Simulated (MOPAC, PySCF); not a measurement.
HF₂GaO, SMILES `[Ga]([OH])([F])[F]` (H–O–Ga–F torsion 180°), neutral singlet in the gas phase. 

Cartesian coordinates (Å):
SMILES: [F][Ga]([F])[OH]
```xyz
5

O      1.3053    -0.3519     0.0384
Ga    -0.4360    -0.1173     0.0035
F     -1.5136    -1.4661     0.0865
F     -1.1511     1.4622    -0.1145
H      1.7954     0.4732    -0.0139
```
Charge 0, spin multiplicity 1.

All levels are single points at this geometry (PBE0-D4/def2-TZVP); Pople sets use spherical d functions. Orbital energies aren't observables, and empty levels follow the basis.

```json
[
 {"level": "B3LYP-D3(BJ)/def2-TZVP in PySCF", "HOMO (eV)": "-9.73", "LUMO (eV)": "-2.20", "gap (eV)": "7.52", "dipole (D)": "2.08", "vertical IE, Delta-SCF (eV)": "12.77"},
 {"level": "PBE0-D4/def2-TZVP in PySCF", "HOMO (eV)": "-9.99", "LUMO (eV)": "-1.78", "gap (eV)": "8.21", "dipole (D)": "2.07", "vertical IE, Delta-SCF (eV)": "12.71"},
 {"level": "B3LYP/6-31G* in PySCF", "HOMO (eV)": "-9.36", "LUMO (eV)": "-2.10", "gap (eV)": "7.26", "dipole (D)": "2.08", "vertical IE, Delta-SCF (eV)": "12.54"},
 {"level": "HF/STO-3G in PySCF", "HOMO (eV)": "-8.13", "LUMO (eV)": "6.26", "gap (eV)": "14.39", "dipole (D)": "1.30", "vertical IE, Delta-SCF (eV)": "–"},
 {"level": "AM1 in MOPAC", "HOMO (eV)": "-12.66", "LUMO (eV)": "-2.82", "gap (eV)": "9.83", "dipole (D)": "1.93", "vertical IE, Delta-SCF (eV)": "–"},
 {"level": "PM3 in MOPAC", "HOMO (eV)": "-12.86", "LUMO (eV)": "-2.81", "gap (eV)": "10.05", "dipole (D)": "1.75", "vertical IE, Delta-SCF (eV)": "–"}
]
```
